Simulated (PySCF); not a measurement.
TDDFT excited states: C5H7NO2Si

Compound: C₅H₇NO₂Si.
Cartesian coordinates in Å at the GFN2-xTB level; atoms count from 1:
```
atom  x, y, z in Å
C1    -2.3042   -0.6822   -0.5765
C2    -1.8564    0.4861   -0.1622
C3    -0.3978    0.8943   -0.2270
C4     0.0489    1.0621    1.2058
O5     0.8749    0.3573    1.7082
O6     0.3865   -0.0086   -0.9068
Si7    1.5072   -1.0689   -0.3836
C8     3.0942   -0.2368    0.1580
N9     4.0695    0.2813    0.4612
H10   -3.3476   -0.9386   -0.5199
H11   -1.6408   -1.4150   -1.0035
H12   -2.5095    1.2362    0.2607
H13   -0.3292    1.8737   -0.7292
H14   -0.4693    1.8579    1.7637
H15    1.0934   -2.0289    0.6328
H16    1.7725   -1.6610   -1.6933
```

Method used: TDDFT CAM-B3LYP/def2-SVPD, vertical, gas phase, core orbitals frozen in the response in PySCF 2.14.0, density-fitted response routines.

What does the calculation give for the low-lying excited states?

| state | λ (nm) | E (eV) | f | \|μ\| (D) | main configurations (H = HOMO, L = LUMO) |
| --- | --- | --- | --- | --- | --- |
| S1 | 275.5 | 4.50 | 0.0042 | 0.49 | H→L (64%), H-1→L (20%) |
| S2 | 196.6 | 6.31 | 0.039 | 1.28 | H-1→L (62%), H→L (28%) |
| S3 | 183.6 | 6.75 | 0.071 | 1.66 | H-2→L (67%), H-3→L (23%) |
| S4 | 177.9 | 6.97 | 0.0018 | 0.26 | H-2→L+1 (35%), H-3→L+1 (27%), H→L+1 (9%) |
| S5 | 173.5 | 7.15 | 0.012 | 0.68 | H→L+1 (66%) |
| S6 | 169.6 | 7.31 | 0.021 | 0.88 | H-3→L (16%), H→L+2 (12%), H-1→L (12%) |
| S7 | 166.1 | 7.46 | 0.076 | 1.64 | H→L+2 (60%) |
| S8 | 164.0 | 7.56 | 0.079 | 1.66 | H→L+3 (32%), H-1→L+1 (17%), H→L+2 (10%) |

Triplets, Tamm–Dancoff:

```
state  E (eV)  λ (nm)  main configurations (H = HOMO, L = LUMO)
   T1    3.91   317.1                    H→L (70%), H-1→L (11%)
   T2    4.48   276.6     H-1→L (29%), H→L+2 (28%), H→L+3 (12%)
   T3    5.96   208.1    H-2→L (23%), H-4→L+1 (19%), H-9→L (8%)
```

The lowest singlet lies at 4.50 eV (276 nm, ultraviolet) and is very weak; its leading configuration is HOMO→LUMO (64%). The most intense listed level is S8 at 7.56 eV (164 nm, f = 0.079), 3.06 eV above S1. It is the last of those listed, so stronger ones may follow. Löwdin shares by element: HOMO carbon 48% or more, oxygen 20% or more (atoms not listed hold the other 32%); LUMO carbon 50% or more, oxygen 29% or more (atoms not listed hold the other 21%). Orbital energies (eV): HOMO-3 -11.01, HOMO-2 -10.58, HOMO-1 -10.29, HOMO -9.49, LUMO -0.67, LUMO+1 0.52, LUMO+2 0.84. The listed states span 3.06 eV, and the widest gap between neighbours is 1.81 eV (S1 to S2). Of the 8 states listed, 6 reach f = 0.01 and none stays under 0.0005. Singlets were solved by full linear response, triplets in the Tamm–Dancoff approximation.

One conformer stands for the species.
